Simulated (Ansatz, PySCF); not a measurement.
Here is a job for PySCF.
```python
from pyscf import gto, scf, dft

mol = gto.M(
    atom='''
O     0.851809    0.788827    0.420931
C     0.516099   -0.173020   -0.103227
O    -0.998995   -0.451134   -0.171286
H     0.998297   -1.033837   -0.565574
H    -1.558831    0.301028    0.137339
H    -1.358567   -0.930619   -0.949564
''',
    basis='aug-cc-pvdz',
    charge=1,
    spin=0,
    verbose=3,
)

mf = dft.RKS(mol)
mf.xc = 'blyp'
mf.grids.atom_grid = (99, 590)
mf.grids.prune = None
mf.kernel()
```

**Question.** Write the same job for Ansatz (a program for electronic structure).

**Answer.** One answer among several that fit: 
Ansatz 0.2 input:
```yaml
crystal:
  periodic: [false, false, false]
  atoms:
    - {symbol: O, position_ang: [0.85180853, 0.78882730, 0.42093138]}
    - {symbol: C, position_ang: [0.51609906, -0.17301969, -0.10322713]}
    - {symbol: O, position_ang: [-0.99899517, -0.45113405, -0.17128614]}
    - {symbol: H, position_ang: [0.99829671, -1.03383660, -0.56557384]}
    - {symbol: H, position_ang: [-1.55883095, 0.30102772, 0.13733869]}
    - {symbol: H, position_ang: [-1.35856691, -0.93061903, -0.94956388]}
basis:
  gaussian:
    orbitals: aug-cc-pVDZ
hamiltonian:
  xc: blyp
total_charge: 1
accuracy: high
```

Both were run: PySCF gave -190.015926 Eh and Ansatz -190.015926 Eh, 0.000 mEh apart.
